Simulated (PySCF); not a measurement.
Compound: 1,1,1,3,3-pentafluoropropane, C3H3F5.
SMILES with atom numbers: `[F:1][CH:2]([F:3])[CH2:4][C:5]([F:6])([F:7])[F:8]` (hydrogens: H9 on C2; H10, H11 on C4)

Method used: PBE0-D3(BJ)/def2-SVP geometry optimisation, gas phase in PySCF.

Question: List the bond lengths, angles and torsions at this level.

Answer: 
```
               bond  length (Å)
       F1–C2, C2–F3       1.349
              C2–C4       1.512
              C4–C5       1.508
C5–F6, C5–F7, C5–F8       1.335
              C2–H9       1.104
     C4–H10, C4–H11       1.099
```

Bonds in one row agree within 0.01 Å and their mean is given. A selection of angles:
```
   angle  degrees
F1–C2–F3    108.0
F1–C2–C4    108.8
C2–C4–C5    113.9
C4–C5–F6    110.7
F6–C5–F7    107.6
```

Dihedral angles: F1–C2–C4–C5 -171° (antiperiplanar); C2–C4–C5–F6 178° (antiperiplanar). The mirror-image conformer, all signs reversed, is as good.

Of the pairs four or more bonds apart, F3···F8 is among the closest relative to their van der Waals radii: 2.80 Å, 95 % of the sum of Bondi's values.

Point group: C1 (no symmetry element, even within 0.4 Å). Whether it is a minimum is left open (no frequencies). The numbers are those of one conformer.

Time: 56 s; peak memory 0.50 GiB. Hardware: one thread of an Intel Xeon Platinum 8259CL at 2.50 GHz (shared host). These figures are those of the optimisation.
